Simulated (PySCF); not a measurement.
B(H)(OAc)(OH) (C₂H₅BO₃), SMILES CC(=O)OBO. Atoms are numbered in the order given.

```xyz
11

B     -0.4132     0.9910     1.0269
H     -1.3154     1.5946     0.5161
O      0.3216     0.0311     0.3456
C     -0.0734    -0.5068    -0.8431
C      1.0765    -1.1610    -1.5457
O     -1.2017    -0.4660    -1.2346
H      0.7332    -1.6144    -2.4816
H      1.5232    -1.9256    -0.8931
H      1.8592    -0.4149    -1.7489
O     -0.0494     1.2714     2.2907
H      0.6823     0.7191     2.5923
```

Coordinates come from a PBE0-D3(BJ)/def2-SVP optimisation. This is a generated structure with no PubChem entry under its InChIKey; it may be hypothetical. The values are those of a single conformer.

The numbers are results of PySCF with ωB97X/def2-TZVP, not measurements.

The molecule is in vacuum.

```
Property                                                                                                        Value
---------------------------------------------------------------------------------------------  ----------------------
total energy                                                                                       -329.90779 hartree
highest occupied level                                                                                      -10.75 eV
lowest empty level                                                                                            1.87 eV
orbital gap                                                                                                  12.62 eV
dipole moment                                                                                                  3.47 D
quadrupole, principal values (traceless, Buckingham form, about the centre of nuclear charge)  -4.29, -0.05, 4.33 D·Å
mean static polarisability                                                                       46.8 bohr³ (6.93 Å³)
polarisability, principal values                                                               35.3, 49.1, 55.8 bohr³
```
